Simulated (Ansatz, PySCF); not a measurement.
Process, species as SMILES: [B]F + 2 [H][H] (H2) -> B (BH3) + F (HF)
Structures are relaxed separately at B3LYP-D3(BJ)/def2-TZVP in Ansatz (a program for electronic structure).

Quantity: energy of full hydrogenation (enthalpy at 298 K, with B3LYP-D3(BJ) rigid-rotor harmonic-oscillator terms from PySCF), in kJ/mol. Correlated levels leave the core frozen unless marked. Spin-orbit coupling is left out. Non-relativistic. CBS marks a two-point X^-3 extrapolation of the correlation energy; Hartree-Fock from the larger set (for Q and 5 zeta extrapolated as (X+1)exp(-9√X)). The bracket is a focal-point correction in the basis named.

| level | program | energy of full hydrogenation (kJ/mol) | minus last row |
|---|---|---|---|
| HF/CBS(cc-pVQZ,cc-pV5Z) | Ansatz | -72.7 | -9.6 |
| BLYP-D4/def2-TZVPD | Ansatz + dftd4 | -58.3 | 4.8 |
| revPBE-D4/def2-TZVPD | Ansatz + dftd4 | -67.7 | -4.6 |
| r2SCAN/def2-TZVPD | Ansatz | -76.3 | -13.2 |
| PBE0/def2-TZVP | Ansatz | -82.8 | -19.7 |
| CAM-B3LYP/def2-TZVPD | Ansatz | -78.2 | -15.1 |
| MP2/6-31G | Ansatz | -56.4 | 6.7 |
| SCS-MP2/STO-3G | Ansatz | -30.1 | 33.0 |
| CCSD/STO-3G | Ansatz | -4.2 | 58.9 |
| CCSD/def2-SVPD | Ansatz | -94.3 | -31.2 |
| CCSD/cc-pVTZ | Ansatz | -58.0 | 5.1 |
| CCSD(T)/aug-cc-pVTZ | Ansatz | -63.6 | -0.5 |
| CCSDT(Q)/cc-pVDZ | Ansatz | -54.0 | 9.1 |
| RI-MP2/CBS(cc-pVTZ,cc-pVQZ)+[CCSD(T)-MP2]/cc-pVQZ | Ansatz | -63.5 | -0.4 |
| CCSD(T)/CBS(cc-pVQZ,cc-pV5Z) | Ansatz | -63.1 | 0.0 |
